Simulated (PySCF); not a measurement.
As (arsenic, neutral) across methods

[Ar] 3d10 4s2 4p3, high-spin 4S determinant. Calculation: PySCF 2.14, in def2-TZVPPD (7s5p5d1f, 54 functions); no relativity, point nucleus. The B2PLYP total includes its PT2 part (frozen core); its orbital energies are those of the SCF part.

| method | E (hartree) | mean ε 4s α (eV) | mean ε 4s β (eV) | mean ε 4p α (eV) | Σ⟨r²⟩ (bohr²) | ⟨S²⟩ |
| --- | --- | --- | --- | --- | --- | --- |
| r2SCAN | -2235.799 | -15.542 | -12.457 | -6.313 | 40.31 | 3.751 |
| BLYP | -2235.857 | -14.406 | -12.542 | -5.541 | 40.53 | 3.750 |
| PBE | -2235.470 | -14.674 | -12.360 | -5.871 | 40.43 | 3.751 |
| MN15 | -2236.132 | -17.006 | -13.843 | -7.533 | 40.22 | 3.751 |
| UHF | -2234.19450 | -22.167 | -15.099 | -10.050 | 40.83 | 3.751 |
| B2PLYP | -2235.400 | -18.664 | -14.290 | -8.007 | 40.53 | 3.751 |
| PBE0 | -2235.539 | -16.751 | -13.377 | -7.082 | 40.35 | 3.751 |
| LDA | -2232.515 | -14.810 | -12.773 | -5.930 | 40.44 | 3.750 |

(1) Estimate the same row for TPSSh.

Answers

(1) E (hartree) = -2235.757; mean ε 4s α (eV) = -15.799; mean ε 4s β (eV) = -12.614; mean ε 4p α (eV) = -6.477; Σ⟨r²⟩ (bohr²) = 40.29; ⟨S²⟩ = 3.751.
